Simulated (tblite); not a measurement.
Record of a relaxation.

Species: C4H4NSe (doublet state).
Numbering: `[CH2:1][C:2](=[Se:3])[CH2:4][C:5]#[N:6]` (hydrogens: H7, H8 on C1; H9, H10 on C4)
Bond orders are those of one Lewis drawing.

Computed with GFN2-xTB (tblite), gas phase: L-BFGS steps from a force-field or distance-geometry start until the largest atomic force falls under 0.01 eV/Å. 14 of its 46 geometries are shown.

Step 0: E = -450.4264 eV, largest atomic force 4.862 eV/Å
```
atom  x, y, z in Å  |  force x, y, z in eV/Å
C1     -1.650    0.091   -0.253    4.000   0.620   2.694
C2     -0.475   -0.574    0.333   -2.826   0.790  -0.493
Se3    -0.480   -1.656    1.842   -0.604   0.243  -0.011
C4      0.899   -0.452   -0.222    0.239  -0.045  -0.878
C5      1.232    0.972   -0.166    0.655   1.198  -0.167
N6      1.487    2.102   -0.129   -0.526  -2.079  -0.021
H7     -1.367    0.707   -1.114   -0.470  -0.493   0.079
H8     -2.101    0.706    0.567   -0.693  -1.239  -1.107
H9      0.880   -0.814   -1.281    0.373   0.368   0.563
H10     1.586   -1.078    0.401   -0.148   0.637  -0.660
```

Step 3: E = -451.1496 eV, largest atomic force 2.313 eV/Å
```
atom  x, y, z in Å  |  force x, y, z in eV/Å
C1     -1.527    0.165   -0.173    1.325   0.262   0.286
C2     -0.516   -0.572    0.332    0.693   0.307  -0.059
Se3    -0.510   -1.647    1.847   -0.503  -0.031   0.389
C4      0.893   -0.450   -0.247   -0.373  -0.289   0.200
C5      1.243    0.946   -0.177    0.543   2.094  -0.083
N6      1.480    2.082   -0.127   -0.447  -2.269  -0.059
H7     -1.387    0.681   -1.104    0.020   0.045  -0.211
H8     -2.146    0.650    0.523   -1.539  -0.255   0.337
H9      0.898   -0.801   -1.267    0.230  -0.052  -0.490
H10     1.579   -1.050    0.371    0.052   0.188  -0.310
```

Step 7: E = -451.5072 eV, largest atomic force 0.629 eV/Å
```
atom  x, y, z in Å  |  force x, y, z in eV/Å
C1     -1.417    0.287   -0.083   -0.571  -0.179  -0.195
C2     -0.467   -0.546    0.359   -0.031   0.395   0.161
Se3    -0.586   -1.639    1.893   -0.177   0.194   0.013
C4      0.895   -0.466   -0.273    0.109  -0.059  -0.014
C5      1.256    0.927   -0.205    0.115   0.273  -0.089
N6      1.479    2.045   -0.123    0.070  -0.080  -0.024
H7     -1.385    0.675   -1.100    0.233   0.241   0.480
H8     -2.296    0.548    0.491   -0.031  -0.401  -0.153
H9      0.930   -0.798   -1.308   -0.053  -0.115  -0.167
H10     1.599   -1.029    0.328    0.336  -0.268  -0.012
```

Step 10: E = -451.6059 eV, largest atomic force 0.485 eV/Å
```
atom  x, y, z in Å  |  force x, y, z in eV/Å
C1     -1.451    0.284   -0.069    0.317  -0.350  -0.110
C2     -0.452   -0.480    0.390    0.081  -0.276  -0.098
Se3    -0.640   -1.604    1.913    0.018   0.253  -0.093
C4      0.919   -0.474   -0.285   -0.154   0.155   0.167
C5      1.275    0.928   -0.230    0.247  -0.006  -0.003
N6      1.494    2.045   -0.126    0.037  -0.089  -0.084
H7     -1.348    0.725   -1.046   -0.035   0.367   0.062
H8     -2.367    0.451    0.463   -0.106  -0.210  -0.007
H9      0.930   -0.812   -1.336   -0.183   0.033   0.424
H10     1.648   -1.057    0.304   -0.221   0.123  -0.258
```

Step 14: E = -451.6832 eV, largest atomic force 0.283 eV/Å
```
atom  x, y, z in Å  |  force x, y, z in eV/Å
C1     -1.455    0.238   -0.088   -0.097   0.266  -0.003
C2     -0.442   -0.485    0.389   -0.098  -0.062  -0.047
Se3    -0.668   -1.544    1.923    0.067  -0.150   0.221
C4      0.918   -0.454   -0.266    0.045  -0.034  -0.040
C5      1.326    0.926   -0.242   -0.095   0.075   0.086
N6      1.524    2.047   -0.147    0.190   0.082  -0.095
H7     -1.330    0.825   -0.983   -0.049   0.067  -0.025
H8     -2.401    0.333    0.426    0.114  -0.205  -0.131
H9      0.887   -0.817   -1.292   -0.138   0.031  -0.208
H10     1.651   -1.064    0.259    0.061  -0.069   0.242
```

Step 17: E = -451.7051 eV, largest atomic force 0.173 eV/Å
```
atom  x, y, z in Å  |  force x, y, z in eV/Å
C1     -1.449    0.255   -0.085   -0.055  -0.115  -0.013
C2     -0.449   -0.493    0.384    0.044   0.082   0.081
Se3    -0.676   -1.535    1.952    0.083  -0.012  -0.100
C4      0.921   -0.452   -0.264   -0.047  -0.025   0.024
C5      1.336    0.931   -0.240   -0.092   0.029   0.015
N6      1.558    2.050   -0.167    0.127  -0.097  -0.067
H7     -1.331    0.872   -0.962   -0.005   0.010   0.026
H8     -2.413    0.256    0.392   -0.023   0.016  -0.030
H9      0.857   -0.812   -1.295    0.021   0.091  -0.030
H10     1.655   -1.067    0.262   -0.053   0.019   0.092
```

Step 21: E = -451.7145 eV, largest atomic force 0.139 eV/Å
```
atom  x, y, z in Å  |  force x, y, z in eV/Å
C1     -1.456    0.241   -0.094   -0.100   0.053   0.069
C2     -0.449   -0.488    0.390   -0.067  -0.021  -0.028
Se3    -0.655   -1.541    1.944    0.009  -0.057   0.010
C4      0.914   -0.450   -0.258   -0.007   0.059   0.009
C5      1.325    0.932   -0.234    0.133  -0.009  -0.038
N6      1.595    2.041   -0.187    0.048   0.017  -0.022
H7     -1.334    0.883   -0.953    0.001  -0.071   0.007
H8     -2.421    0.241    0.382   -0.042  -0.005  -0.025
H9      0.850   -0.792   -1.296    0.052   0.006   0.049
H10     1.640   -1.063    0.283   -0.028   0.028  -0.031
```

Step 24: E = -451.7214 eV, largest atomic force 0.175 eV/Å
```
atom  x, y, z in Å  |  force x, y, z in eV/Å
C1     -1.472    0.240   -0.085   -0.056  -0.012  -0.013
C2     -0.460   -0.485    0.393   -0.042  -0.001   0.024
Se3    -0.640   -1.554    1.940   -0.038  -0.061   0.013
C4      0.903   -0.436   -0.249    0.005  -0.001   0.000
C5      1.345    0.932   -0.239    0.083   0.154   0.008
N6      1.646    2.033   -0.213    0.062   0.066  -0.011
H7     -1.338    0.887   -0.937   -0.038  -0.023  -0.024
H8     -2.449    0.210    0.361   -0.033   0.026   0.035
H9      0.852   -0.772   -1.286   -0.009  -0.084  -0.064
H10     1.621   -1.052    0.292    0.068  -0.065   0.032
```

Step 28: E = -451.7259 eV, largest atomic force 0.060 eV/Å
```
atom  x, y, z in Å  |  force x, y, z in eV/Å
C1     -1.487    0.233   -0.083    0.030  -0.004   0.010
C2     -0.469   -0.482    0.396    0.045   0.025  -0.014
Se3    -0.636   -1.574    1.934   -0.048  -0.001  -0.034
C4      0.902   -0.425   -0.245    0.020   0.023   0.005
C5      1.362    0.944   -0.240   -0.028  -0.029  -0.003
N6      1.680    2.041   -0.227    0.030  -0.033  -0.001
H7     -1.349    0.876   -0.938   -0.057  -0.010  -0.012
H8     -2.466    0.214    0.363    0.033  -0.021   0.015
H9      0.856   -0.772   -1.284   -0.020   0.005   0.056
H10     1.615   -1.050    0.301   -0.005   0.046  -0.020
```

Step 31: E = -451.7279 eV, largest atomic force 0.088 eV/Å
```
atom  x, y, z in Å  |  force x, y, z in eV/Å
C1     -1.489    0.229   -0.083   -0.065   0.042   0.010
C2     -0.466   -0.478    0.397   -0.043   0.021   0.032
Se3    -0.643   -1.584    1.925   -0.028   0.009  -0.031
C4      0.903   -0.416   -0.240   -0.033  -0.024   0.016
C5      1.367    0.949   -0.240    0.037   0.010  -0.033
N6      1.708    2.040   -0.236   -0.005  -0.035   0.010
H7     -1.367    0.873   -0.940   -0.007  -0.018  -0.003
H8     -2.469    0.205    0.365    0.077  -0.042   0.008
H9      0.851   -0.772   -1.274    0.010   0.017  -0.035
H10     1.613   -1.043    0.304    0.058   0.020   0.026
```

Step 35: E = -451.7295 eV, largest atomic force 0.038 eV/Å
```
atom  x, y, z in Å  |  force x, y, z in eV/Å
C1     -1.495    0.231   -0.080    0.014  -0.011  -0.010
C2     -0.468   -0.469    0.401    0.003  -0.010  -0.023
Se3    -0.656   -1.590    1.915   -0.006  -0.001   0.006
C4      0.902   -0.411   -0.236    0.008   0.001  -0.007
C5      1.377    0.951   -0.246    0.003  -0.024  -0.002
N6      1.734    2.036   -0.243    0.000   0.008  -0.002
H7     -1.382    0.871   -0.940    0.003   0.014  -0.008
H8     -2.471    0.187    0.369   -0.020   0.000   0.032
H9      0.848   -0.769   -1.270    0.006   0.007   0.001
H10     1.619   -1.032    0.308   -0.011   0.016   0.014
```

Step 38: E = -451.7297 eV, largest atomic force 0.014 eV/Å
```
atom  x, y, z in Å  |  force x, y, z in eV/Å
C1     -1.495    0.230   -0.082   -0.005   0.002   0.007
C2     -0.468   -0.471    0.399    0.003  -0.002  -0.012
Se3    -0.657   -1.591    1.914   -0.004   0.006  -0.003
C4      0.902   -0.411   -0.237    0.004   0.002  -0.004
C5      1.378    0.950   -0.247   -0.004   0.011   0.002
N6      1.734    2.036   -0.243   -0.001  -0.009  -0.004
H7     -1.384    0.871   -0.942   -0.005   0.000   0.013
H8     -2.470    0.189    0.374    0.006  -0.001  -0.003
H9      0.850   -0.768   -1.270    0.013  -0.006  -0.002
H10     1.619   -1.030    0.311   -0.007  -0.002   0.004
```

Step 42: E = -451.7298 eV, largest atomic force 0.014 eV/Å
```
atom  x, y, z in Å  |  force x, y, z in eV/Å
C1     -1.497    0.230   -0.081    0.001   0.003  -0.004
C2     -0.468   -0.471    0.396   -0.005  -0.002   0.013
Se3    -0.660   -1.590    1.912    0.004  -0.003  -0.003
C4      0.903   -0.410   -0.237   -0.006  -0.005   0.004
C5      1.379    0.951   -0.247   -0.002  -0.005  -0.005
N6      1.738    2.035   -0.246    0.000   0.012   0.000
H7     -1.387    0.873   -0.939   -0.007   0.011  -0.004
H8     -2.470    0.185    0.376    0.000   0.000   0.000
H9      0.854   -0.769   -1.271    0.011  -0.006   0.000
H10     1.617   -1.028    0.314    0.004  -0.004  -0.001
```

Step 45: E = -451.7299 eV, largest atomic force 0.009 eV/Å
```
atom  x, y, z in Å  |  force x, y, z in eV/Å
C1     -1.497    0.230   -0.081    0.000   0.003  -0.001
C2     -0.468   -0.472    0.395    0.002   0.006  -0.007
Se3    -0.661   -1.590    1.912    0.004  -0.008   0.002
C4      0.903   -0.411   -0.238    0.005   0.002   0.001
C5      1.378    0.951   -0.248   -0.001  -0.004  -0.001
N6      1.736    2.036   -0.245   -0.005  -0.006  -0.002
H7     -1.388    0.874   -0.939   -0.002   0.005   0.000
H8     -2.469    0.186    0.378   -0.002   0.001  -0.001
H9      0.857   -0.771   -1.271   -0.001  -0.001   0.009
H10     1.618   -1.029    0.314    0.000   0.002   0.000
```

Q: Summarise the path.

A: The energy falls by 1.3034 eV from step 0 to step 45; nine tenths of that is first reached at step 10. It rises by more than 0.2 meV at step 2. The largest force goes from 4.862 to 0.009 eV/Å. Among the bonds C1–C2 changes most, from 1.472 to 1.333 Å; the atoms move by 0.274 Å rms after alignment.

What follows is the cost of the whole relaxation. Hardware: one thread of an AMD EPYC 9R45, shared host with 192 logical CPUs at a one-minute load of 57. Cost: 0.13 s.
